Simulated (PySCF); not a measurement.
Saddle point of SiNH$_{4}$F$_{3}$, singlet (SiHF₃ ([F][SiH]([F])[F]) + NH₃ → SiNH₂F₃ ([NH2][Si]([F])([F])[F]) + H₂; bonds formed: H2–H6; dative contacts that become bonds: Si1–N7; bonds broken: Si1–H2, H6–N7), PBE0-D4/def2-TZVP structure:

```xyz
9
angstrom
Si -0.6455 -0.3712 -0.0984
H 0.6523 -1.3372 0.5801
F -0.6028 -1.3879 -1.3168
F -1.4115 -0.6634 1.2610
F -1.7039 0.6668 -0.7227
H 1.1105 -0.3598 0.4526
N 0.7749 0.7805 0.0249
H 0.6707 1.5547 0.6729
H 1.1553 1.1176 -0.8537
```

Energies are electronic, without zero-point energy. Barriers and step energies count from the start structure reached by relaxing down the imaginary mode; all methods use the PBE0-D4 structures, on which another method's saddle can fall below an end. PySCF 2.14 with density fitting (its default auxiliary sets; JK sets also for MP2 and CCSD(T)); basis: def2-TZVPP, with def2-QZVPP for the basis limit; cores frozen in the correlated methods. B3LYP uses VWN-RPA correlation. Extrapolation: Hartree–Fock as exp(−7.88 √X), correlation as X^−2.97.

| method | barrier (eV) | step energy (eV) |
| --- | --- | --- |
| SPW92 | 1.462 | 0.011 |
| PBE-D4 | ? | -0.180 |
| r2SCAN-D4 | ? | -0.248 |
| PBE0-D4 | 1.810 | -0.195 |
| B3LYP-D4 | 1.912 | -0.298 |
| BHLYP-D4 | ? | -0.299 |
| wB97M-V | 1.927 | -0.239 |
| HF | 2.443 | -0.445 |
| MP2 | 1.969 | -0.302 |
| CCSD | 2.083 | -0.276 |
| CCSD(T) | 2.010 | -0.262 |

Task: Fill in the withheld barriers. (To be estimated.)

Result: Computed: PBE-D4 1.668; BHLYP-D4 2.090; r2SCAN-D4 1.767 eV. Each is the energy of the saddle less that of the start structure, by the same method.

For comparison, the barrier by CCSD(T) at an estimated basis limit (MP2 extrapolated from triple and quadruple zeta, plus CCSD(T) − MP2 in triple zeta) is 1.988 eV.

T1 diagnostic: at most 0.012.

Labels in which every atom is bracketed show which atoms are joined, not bond orders.

For scale, one of the runs: CCSD(T)/def2-TZVPP, 222 basis functions, launched by `OMP_NUM_THREADS=4 python run.py`. The run took 16 min on 4 CPU threads of an Arm Neoverse V2 (shared host), with 4.6 GiB of host memory at its peak.
